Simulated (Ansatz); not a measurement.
Mulliken charges of `F[SiH](F)O[SiH3]` from ωB97M-V/def2-TZVPP in Ansatz (PBE0-D4/def2-TZVP geometry).

| atom | x (Å) | y (Å) | z (Å) | charge (e) |
| --- | --- | --- | --- | --- |
| F1 | -1.121 | 1.582 | 1.458 | -0.299 |
| Si2 | -1.360 | 0.734 | 0.143 | 0.767 |
| F3 | -1.298 | 1.751 | -1.067 | -0.299 |
| O4 | -0.215 | -0.372 | -0.011 | -0.364 |
| Si5 | 1.352 | -0.853 | -0.153 | 0.302 |
| H6 | -2.686 | 0.117 | 0.195 | -0.040 |
| H7 | 1.359 | -2.331 | -0.247 | -0.024 |
| H8 | 2.114 | -0.414 | 1.041 | -0.022 |
| H9 | 1.942 | -0.260 | -1.377 | -0.022 |

Question: By hand: the dipole of these point charges (1 e Å = 4.8032 D).

Answer: Σ q r = (0.152, -0.490, -0.044) e Å, of length 0.515 e Å = 2.47 D.

Question: How does the dipole of the full density compare? (Estimate.)

Answer: Ansatz gave: (0.079, -0.290, -0.025) e Å, 1.45 D; the point charges give 1.70 times that, at 2° from its direction.

Point charges leave out the atoms' own dipoles, such as those of lone pairs, and Mulliken's split depends on the basis, so the two needn't agree.
